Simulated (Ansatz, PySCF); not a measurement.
C4H6Si. Atoms are numbered in the order given.

```xyz
11

C      2.4575     0.4865     1.2051
C      1.5591     0.2629     0.4151
Si     0.1878    -0.0841    -0.7594
C     -1.3513    -0.5940     0.1655
C     -2.5133     0.0608     0.0643
H      3.2526     0.6857     1.9017
H     -0.1059     1.1457    -1.5532
H      0.6461    -1.1695    -1.6783
H     -1.3013    -1.4737     0.8206
H     -2.6241     0.9485    -0.5690
H     -3.4091    -0.2564     0.6099
```
Charge 0, spin multiplicity 1.

Coordinates come from a PBE0-D3(BJ)/def2-SVP optimisation. The values are those of a single conformer.

Vertical ionisation energy (IE) and electron affinity (EA) in eV. Rows of orbital energies are one-electron estimates. Where ΔSCF, EOM or ADC give a negative EA the extra electron is unbound and the value depends on the basis.

```csv
level,IE,EA
"−ε(HOMO), −ε(LUMO), B3LYP/def2-TZVP (PySCF)",7.78,0.89
"−ε(HOMO), −ε(LUMO), PBE/def2-TZVP (PySCF)",?,?
"ΔSCF, PBE0/def2-SVPD (Ansatz), final states of multiplicity 2 and 2",9.92,-1.05
"ΔSCF, PBE/def2-SVPD (Ansatz), final states of multiplicity 2 and 2",9.59,-0.87
```

### Question
Complete the blanks. (The exact figures need the calculation; the answer reports its results.)

### Answer

- −ε(HOMO), −ε(LUMO), PBE/def2-TZVP (PySCF), IE: 6.88
- −ε(HOMO), −ε(LUMO), PBE/def2-TZVP (PySCF), EA: 1.69

### Question
What vertical singlet–triplet gap does ΔSCF give with PBE0/def2-SVPD (Ansatz, a first-principles code) and with PBE/def2-SVPD (Ansatz)? (Estimate from the structure and the level; the computed values follow.)

### Answer
4.13 and 4.30 eV (triplet above singlet where positive).
